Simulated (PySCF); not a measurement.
# Bonding in `C=[CH][AlH][CH](C)C`

Compound: C5H11Al.
Atom-mapped SMILES: `[CH2:1]=[CH:2][AlH:3][CH:4]([CH3:5])[CH3:6]` (hydrogens: H7, H8 on C1; H9 on C2; H10 on Al3; H11 on C4; H12, H13, H14 on C5; H15, H16, H17 on C6)

Structure used (PBE0-D3(BJ)/def2-SVP), in Å, numbered top down from 1:
```xyz
17
C5H11Al angstrom
C      3.453    0.253    0.492
C      2.284    0.366   -0.162
Al     0.680   -0.494    0.540
C     -1.061   -0.361   -0.385
C     -2.233   -0.941    0.407
C     -1.349    1.067   -0.861
H      4.383    0.719    0.140
H      3.539   -0.318    1.426
H      2.298    0.959   -1.088
H      0.865   -1.329    1.890
H     -0.925   -0.986   -1.293
H     -3.172   -0.917   -0.175
H     -2.060   -1.987    0.706
H     -2.419   -0.371    1.333
H     -0.536    1.474   -1.484
H     -2.275    1.116   -1.462
H     -1.487    1.761   -0.014
```

Bond orders from the PBE0/pcSseg-1 density (PySCF). Isolated species at its PBE0-D3(BJ)/def2-SVP geometry (one conformer only).

(1) How far do the computed orders between heavy atoms stray from the drawn ones?

(2) Set the Mayer orders of the bonds beside their lengths.

Answers

(1) The largest departure is 0.170, at Al3–C4 (drawn single, 0.830). Drawn single, order below 0.88: C2–Al3 (0.863) and Al3–C4 (0.830).

(2) 
| bond | drawn as | length (Å) | Mayer order |
| --- | --- | --- | --- |
| C1–C2 | double | 1.344 | 1.937 |
| C2–Al3 | single | 1.950 | 0.863 |
| Al3–C4 | single | 1.976 | 0.830 |
| C4–C5 | single | 1.529 | 1.024 |
| C4–C6 | single | 1.532 | 1.026 |
| C1–H7 | single | 1.098 | 0.951 |
| C1–H8 | single | 1.098 | 0.947 |
| C2–H9 | single | 1.100 | 0.938 |
| Al3–H10 | single | 1.598 | 0.905 |
| C4–H11 | single | 1.111 | 0.929 |
| C5–H12 | single | 1.105 | 0.964 |
| C5–H13 | single | 1.102 | 0.965 |
| C5–H14 | single | 1.104 | 0.965 |
| C6–H15 | single | 1.102 | 0.964 |
| C6–H16 | single | 1.105 | 0.965 |
| C6–H17 | single | 1.104 | 0.964 |

Bonds between the same two heavy elements. C–C: lowest C4–C5 and C4–C6 (1.024, 1.529 Å), highest C1–C2 (1.937, 1.344 Å). Al–C: lowest Al3–C4 (0.830, 1.976 Å), highest C2–Al3 (0.863, 1.950 Å). Bonds named together lie within 0.004.

**Question.** Sum the orders of all bonds at each heavy atom with more than one neighbour and set the sums beside the valence in the SMILES.

**Answer.** C1 3.835 (drawn 4), C2 3.738 (drawn 4), Al3 2.598 (drawn 3), C4 3.809 (drawn 4), C5 3.918 (drawn 4), C6 3.919 (drawn 4). Orders between atoms that aren't bonded are not in these sums.

The Mayer order sums products of elements of PS (density times overlap matrix) between the two atoms' basis functions, so it depends on the basis set.
